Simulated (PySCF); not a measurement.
## TDDFT excited states: C2H6FPSi2

C2H6FPSi2.
InChI=1S/C2H6FPSi2/c1-2-5-4-6-3/h1,4H,5-6H2

Level of theory: TDDFT B3LYP/def2-SVPD, vertical, gas phase, core orbitals frozen in the response in PySCF 2.14.0, density-fitted response routines. One conformer (not necessarily the lowest) at the GFN2-xTB geometry, without solvent, vibrations or thermal averaging. Torsions of this conformer, `[CH:1]#[C:2][SiH2:3][PH:4][SiH2:5][F:6]`: C2–Si3–P4–Si5 47°, Si3–P4–Si5–F6 74°.

```json
{"state": "S1", "E (eV)": "5.47", "λ (nm)": "226.7", "ν̃ (cm⁻¹)": "44110", "f": "0.011", "main configurations (H = HOMO, L = LUMO)": "H→L (76%), H→L+1 (22%)"}
{"state": "S2", "E (eV)": "5.76", "λ (nm)": "215.1", "ν̃ (cm⁻¹)": "46500", "f": "0.104", "main configurations (H = HOMO, L = LUMO)": "H→L+1 (60%), H→L (18%)"}
{"state": "S3", "E (eV)": "5.86", "λ (nm)": "211.6", "ν̃ (cm⁻¹)": "47260", "f": "0.025", "main configurations (H = HOMO, L = LUMO)": "H→L+2 (69%), H→L+1 (10%), H-1→L+2 (9%)"}
{"state": "S4", "E (eV)": "6.03", "λ (nm)": "205.5", "ν̃ (cm⁻¹)": "48650", "f": "0.0063", "main configurations (H = HOMO, L = LUMO)": "H-1→L+1 (36%), H-1→L (26%), H-2→L+1 (15%)"}
{"state": "S5", "E (eV)": "6.28", "λ (nm)": "197.4", "ν̃ (cm⁻¹)": "50650", "f": "0.0056", "main configurations (H = HOMO, L = LUMO)": "H-2→L+1 (28%), H-1→L+2 (21%), H-2→L (18%)"}
{"state": "S6", "E (eV)": "6.37", "λ (nm)": "194.5", "ν̃ (cm⁻¹)": "51400", "f": "0.0071", "main configurations (H = HOMO, L = LUMO)": "H→L+4 (64%), H→L+3 (28%)"}
{"state": "S7", "E (eV)": "6.46", "λ (nm)": "192.0", "ν̃ (cm⁻¹)": "52090", "f": "0.018", "main configurations (H = HOMO, L = LUMO)": "H→L+3 (26%), H→L+4 (20%), H-2→L+1 (11%)"}
{"state": "S8", "E (eV)": "6.54", "λ (nm)": "189.5", "ν̃ (cm⁻¹)": "52760", "f": "0.0068", "main configurations (H = HOMO, L = LUMO)": "H-2→L+2 (32%), H→L+3 (22%), H-1→L+2 (21%)"}
```

Triplets (Tamm–Dancoff): T1 4.86 eV, H→L (31%), H→L+1 (26%); T2 5.15 eV, H→L (56%), H→L+1 (20%); T3 5.28 eV, H→L+1 (32%), H-1→L+2 (30%), H-2→L+2 (19%).

The lowest singlet comes at 227 nm (528 kJ/mol) in the ultraviolet; it is weak; its leading configuration is HOMO→LUMO (76%). The most intense listed level is S2 at 5.76 eV (215 nm, f = 0.104), 0.30 eV above S1. Löwdin shares by element: HOMO phosphorus 58%, silicon 16%, carbon 8% or more (atoms not listed hold the other 18%); LUMO silicon 36%, phosphorus 20%, hydrogen 8% or more (atoms not listed hold the other 36%). Of the 8 states listed, 4 reach f = 0.01 and none stays under 0.0005. Weighted by f, the mean energy of these states is 5.91 eV. Orbital energies (eV): HOMO-3 -8.90, HOMO-2 -8.28, HOMO-1 -8.19, HOMO -7.29, LUMO -0.82, LUMO+1 -0.73, LUMO+2 -0.42. Only the lowest 8 singlets were computed, as vertical energies without vibronic structure.
